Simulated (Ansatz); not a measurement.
C$_{3}$H$_{5}$FOSi (`FC1=CO[SiH2]C1`). The species carries charge 0 and has multiplicity 1. All single points use the PBE0-D4/def2-TZVP geometry.

```xyz
11

F     0.389    1.134   -2.191
C     0.022    0.567   -1.033
C    -1.234    0.583   -0.598
O    -1.502   -0.028    0.602
Si   -0.071   -0.658    1.219
C     1.054   -0.109   -0.197
H    -2.079    1.035   -1.100
H     0.238   -0.037    2.529
H    -0.188   -2.127    1.383
H     1.528   -0.941   -0.728
H     1.844    0.581    0.114
```

Q: What is the dipole moment at ωB97M-V/def2-TZVPP? (Best estimate.)

A: Computed: 1.46 D, with components (0.98, -0.67, 0.85) D in this frame, pointing from negative to positive charge.

Q: And with PBE, r2SCAN, B3LYP? (Best estimate.)

A: Ansatz gave: PBE 1.39 D, r2SCAN 1.44 D, B3LYP 1.48 D.

Q: Give the Mulliken charges with ωB97M-V, r2SCAN, B3LYP in def2-TZVPP. (Best estimate.)

A: Computed: 
```json
{"atom": "F1", "ωB97M-V": "-0.20", "r2SCAN": "-0.21", "B3LYP": "-0.21"}
{"atom": "C2", "ωB97M-V": "0.12", "r2SCAN": "0.14", "B3LYP": "0.15"}
{"atom": "C3", "ωB97M-V": "0.05", "r2SCAN": "0.05", "B3LYP": "0.02"}
{"atom": "O4", "ωB97M-V": "-0.38", "r2SCAN": "-0.39", "B3LYP": "-0.38"}
{"atom": "Si5", "ωB97M-V": "0.44", "r2SCAN": "0.52", "B3LYP": "0.51"}
{"atom": "C6", "ωB97M-V": "-0.32", "r2SCAN": "-0.19", "B3LYP": "-0.26"}
{"atom": "H7", "ωB97M-V": "0.11", "r2SCAN": "0.10", "B3LYP": "0.12"}
{"atom": "H8", "ωB97M-V": "-0.03", "r2SCAN": "-0.08", "B3LYP": "-0.08"}
{"atom": "H9", "ωB97M-V": "-0.03", "r2SCAN": "-0.08", "B3LYP": "-0.08"}
{"atom": "H10", "ωB97M-V": "0.12", "r2SCAN": "0.07", "B3LYP": "0.10"}
{"atom": "H11", "ωB97M-V": "0.12", "r2SCAN": "0.07", "B3LYP": "0.10"}
```

B3LYP here is the variant with VWN-RPA as its local correlation; programs differ in this.
